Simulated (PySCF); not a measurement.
H4OSiZn, SMILES [SiH3][O][ZnH]. Geometry optimised at B3LYP-D3(BJ)/def2-SVP.

Computed equilibrium geometry at B3LYP-D3(BJ)/def2-SVP (PySCF confirms it by a frequency run) as Cartesian coordinates in Å, and its point group:
point group Cs.
```xyz
7

Zn    -0.0325     1.2387     0.0000
H     -0.3532     2.7165     0.0000
O      0.4245    -0.4737     0.0000
Si    -0.0920    -2.0310     0.0000
H     -0.9270    -2.3446    -1.2052
H      1.0746    -2.9637     0.0000
H     -0.9270    -2.3446     1.2052
```
Charge 0, spin multiplicity 1.
